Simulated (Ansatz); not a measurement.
Consider the formal exchange of groups at the Si–C bond: `C=C(F)[SiH2]Cl` + `C=CN[SiH2]C` → `C[SiH2]N[SiH2]Cl` + `C=CC(=C)F`.

Calculated with Ansatz (gas phase, PBE0-D4/def2-TZVP geometries, no zero-point term in ΔE). CCSD(T)/CBS is the MP2 limit (def2-TZVPP, def2-QZVPP) plus CCSD(T) − MP2 in def2-TZVPP, frozen cores. One conformer a species, not always the lowest.

`C=C(F)[SiH2]Cl`:

Z-matrix (Å, degrees):
```
Si
Cl 1 2.050
C 1 1.869 2 110.0
H 1 1.480 2 107.6 3 -120.5
H 1 1.480 2 109.2 3 117.9
F 3 1.349 1 115.3 2 -63.2
C 3 1.324 1 125.1 2 117.9
H 7 1.082 3 119.6 1 -1.6
H 7 1.085 3 121.7 1 178.6
```

`C=CN[SiH2]C`:

Z-matrix (Å, degrees):
```
Si
C 1 1.862
N 1 1.733 2 109.1
H 1 1.493 2 108.8 3 123.4
H 1 1.487 2 112.6 3 -117.5
H 2 1.093 1 111.0 3 -59.9
H 2 1.093 1 110.3 3 -178.9
H 2 1.092 1 111.2 3 60.8
C 3 1.381 1 125.8 2 -153.5
H 3 1.010 1 119.2 2 38.8
C 9 1.333 3 126.7 1 -169.2
H 9 1.087 3 113.6 1 11.8
H 11 1.080 9 120.2 3 -178.4
H 11 1.085 9 122.0 3 1.2
```

`C[SiH2]N[SiH2]Cl`:

Cartesian coordinates in Å:
```
C 1.114 -1.683 0.501
Si 0.756 0.112 0.848
N -0.841 0.597 0.359
Si -1.287 1.333 -1.114
Cl -1.427 -0.012 -2.682
H 2.131 -1.940 0.810
H 1.014 -1.895 -0.566
H 0.424 -2.335 1.043
H 0.908 0.376 2.305
H 1.688 0.982 0.083
H -1.606 0.215 0.899
H -2.628 1.944 -0.980
H -0.247 2.305 -1.508
```

`C=CC(=C)F`:

Z-matrix (Å, degrees):
```
C
C 1 1.330
H 1 1.083 2 121.0
H 1 1.083 2 121.3 3 -180.0
C 2 1.448 1 124.2 3 180.0
H 2 1.085 1 120.8 3 0.0
F 5 1.342 2 114.4 1 -0.0
C 5 1.328 2 126.3 1 -180.0
H 8 1.081 5 119.6 2 -0.0
H 8 1.081 5 121.2 2 180.0
```

| species | CCSD(T)/CBS(def2) energy (Eh) |
| --- | --- |
| `C=C(F)[SiH2]Cl` | -927.17712 |
| `C=CN[SiH2]C` | -463.36644 |
| `C[SiH2]N[SiH2]Cl` | -1135.62590 |
| `C=CC(=C)F` | -254.96356 |

(1) Work out ΔE.

Largest T1 diagnostic among the species: 0.012.

Results:

(1) ΔE = (-1135.62590) + (-254.96356) − (-927.17712) − (-463.36644) = -0.04590 Eh = -28.8 kcal/mol.

The D4 term adds −0.8 kcal/mol with B3LYP and −0.5 kcal/mol with PBE0; it sums over pairs of atoms, weighted by their polarisabilities, and B3LYP, whose exchange is more repulsive, gets the larger term. From PBE to PBE0 (25 % exact exchange), in def2-TZVPP and without D4, ΔE moves by −1.5 kcal/mol.

B3LYP here is the variant with VWN-RPA as its local correlation; programs differ in this.
